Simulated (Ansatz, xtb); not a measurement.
Two isomers of C3H5BrF2

Structure a is `FC(F)CCBr`, a singlet and structure b is `C[C@H](Br)C(F)F`, a singlet. Both are isolated molecules in the gas phase, relaxed with r2SCAN-D4/def2-SVP, each in the lowest conformer that the search found.

a (Å):

```xyz
11

C     0.3104    0.3053   -0.0024
C     1.8163    0.4074    0.0592
C     2.3494    1.7873   -0.2557
Br    1.8222    3.1146    1.0960
F    -0.0607   -0.9882    0.1934
F    -0.1178    0.6763   -1.2445
H    -0.2096    0.9371    0.7393
H     2.1545    0.0656    1.0503
H     2.2117   -0.3010   -0.6912
H     3.4460    1.8045   -0.2731
H     1.9599    2.1614   -1.2117
```

b (Å):

```yaml
atoms:
  - { symbol: C, position_ang: [-0.6667, 0.6311, 0.8974] }
  - { symbol: C, position_ang: [0.2765, 1.4789, 0.0740] }
  - { symbol: C, position_ang: [1.6998, 1.4630, 0.6086] }
  - { symbol: Br, position_ang: [0.3280, 0.8786, -1.7999] }
  - { symbol: F, position_ang: [1.6845, 2.0395, 1.8458] }
  - { symbol: F, position_ang: [2.1427, 0.1925, 0.7573] }
  - { symbol: H, position_ang: [-0.6635, 1.0024, 1.9348] }
  - { symbol: H, position_ang: [-1.6906, 0.6884, 0.5045] }
  - { symbol: H, position_ang: [-0.3409, -0.4185, 0.8995] }
  - { symbol: H, position_ang: [-0.0498, 2.5281, 0.0243] }
  - { symbol: H, position_ang: [2.4101, 2.0167, -0.0302] }
```

Energies in hartree; the thermal terms are from GFN2-xTB frequencies at re-optimised GFN2-xTB minima (ideal gas, soft modes damped towards free rotors, one conformer each, 298.15 K, 1 atm) and include the zero-point energy:

|  | a | b |
| --- | --- | --- |
| E, CCSD(T)/def2-SVP | −2888.332623 | −2888.333242 |
| E, MP2/def2-SVP | −2888.267990 | −2888.269014 |
| E, MP2/def2-TZVPP | −2889.231593 | −2889.231847 |
| zero-point energy | 0.076908 | 0.076563 |
| H(298 K) − E | 0.084564 | 0.084463 |
| G(298 K) − E | 0.044219 | 0.044098 |

Correct the CCSD(T) difference for the basis set by the MP2 change, then work out ΔE, ΔE₀, ΔH and ΔG for a → b in kJ/mol (1 Eh = 2625.50 kJ/mol) and the equilibrium ratio [b]/[a].

1. Differences b − a: CCSD(T) −0.000619, MP2 in the small set −0.001024, MP2 in the large set −0.000254 Eh.
2. ΔE = −0.000619 + (−0.000254 − (−0.001024)) = +0.000151 Eh = +0.40 kJ/mol.
3. ΔE₀ = ΔE + ΔZPE = +0.000151 + (−0.000345) Eh = −0.51 kJ/mol.
4. ΔH = ΔE + (−0.000101) Eh = +0.13 kJ/mol.
5. ΔG = ΔE + (−0.000121) Eh = +0.08 kJ/mol, so ΔS = (ΔH − ΔG)/T = +0.2 J/(mol K).
6. kT = 0.9442 mEh, so K = [b]/[a] = exp(−ΔG/kT) = exp(−0.03) ≈ 0.97.

The two are too close for this level to say which is favoured. An error of 4 kJ/mol in ΔG would change K by a factor of 5. Mirror images and further conformers aren't counted.

As drawn, both hold the same kinds of bond in the same numbers. Structure a has 0 methyl groups, b 1.

Other levels gave ΔE = +5.9 (GFN2-xTB); +3.0 (HF/STO-3G, GFN2-xTB geometries); −2.5 (r2SCAN-D4/def2-SVP//GFN2-xTB); −1.9 (r2SCAN-D4/def2-SVP); +4.9 (HF/def2-SVP); −2.7 (MP2/def2-SVP); −1.6 (CCSD(T)/def2-SVP) kJ/mol. The correlated steps freeze 14 core orbitals; the filled d shell of Br is correlated, in a basis made for valence electrons. Programs: Ansatz 0.2.0, xtb 6.7.1.
